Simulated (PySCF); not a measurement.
## Static response to an electric field

Species: C₃H₈ClFSi.
Geometry (GFN2-xTB, Å), atoms numbered from 1 in this order:
```xyz
14
C3H8ClFSi angstrom
C     -0.7470    0.9913   -0.8929
C     -0.2750    0.1161    0.2522
Si     1.6159    0.2552    0.5896
Cl    -1.0809    0.6658    1.7678
C     -0.7205   -1.3228    0.0518
F     -0.0101   -1.8828   -0.9831
H     -1.8324    0.9630   -0.9898
H     -0.4398    2.0232   -0.7414
H     -0.3040    0.6276   -1.8184
H      2.3263   -0.1901   -0.6052
H      1.8656    1.6649    0.8772
H      1.9024   -0.5874    1.7473
H     -1.7810   -1.3936   -0.2157
H     -0.5201   -1.9310    0.9386
```

Level: CAM-B3LYP/def2-SVPD (PySCF), static field, nuclei fixed, core orbitals frozen in the response. The polarisability tensor in these axes (au):

```
x   81.72 -0.87 -2.37
y   -0.87 73.41  2.29
z   -2.37  2.29 78.75
```

Question: Diagonalise the tensor; give its mean and Δα, where Δα² is half the sum of the squared differences of the eigenvalues.

Answer: Principal values 72.56, 77.92 and 83.40 au; mean 77.96 au = 11.55 Å³ = 12.85 × 10⁻⁴⁰ C²·m²/J; Δα = 9.38 au (12 % of the mean).

Question: What is the dipole moment, and where does it point?

Answer: (0.03, 0.36, -0.48) D, 0.60 D in size, pointing from the negative to the positive side. Measured along this direction, the outermost atoms are H14 at the negative end and H9 and H8 at the positive end.

Question: Refractivity n − 1 of an ideal gas of it at 400 K and 1 atm, from the electronic α?

Answer: N = p/kT = 1.8347 × 10¹⁹ cm⁻³, so n − 1 = 2π × N × 11.55 × 10⁻²⁴ cm³ = 1332 × 10⁻⁶ at long wavelengths.

Question: Traceless (Buckingham) quadrupole moment about the centre of nuclear charge: eigenvalues?

Answer: -9.18, 4.29, 4.90 D·Å. The values depend on the origin, since the dipole doesn't vanish. The electronic extent ⟨r²⟩ about the same centre is 926 bohr², a root-mean-square distance of 1.98 Å for the 66 electrons.

Question: In a dilute gas of rigid molecules at 350 K, how does the orientational term μ²/3kT compare with the electronic polarisability?

Answer: In Gaussian units μ²/3kT = 2.51 Å³ against 11.55 Å³, a ratio of 0.22; the Debye molar polarisation (4π/3)N_A(α + μ²/3kT) is 35.5 cm³/mol, leaving out the vibrational part.

Question: Find the Langevin capture rate constant for O2+ (31.990 u) meeting this molecule (126.007 u), k = 2.342 × 10⁻⁹ cm³/s × √(α in Å³ / reduced mass in u).

Answer: The reduced mass is 25.51 u, so k = 1.58 × 10⁻⁹ cm³/s. The formula leaves out the permanent dipole, which adds to the capture rate.

Question: Estimate the molar refractivity from the static electronic polarisability.

Answer: Lorentz–Lorenz: R = (4π/3)N_A α = 2.5225 cm³/(mol·Å³) × 11.55 Å³ = 29.1 cm³/mol, in the limit of long wavelengths.

The structure is a single GFN2-xTB conformer in the gas phase; no vibrational or solvent corrections.
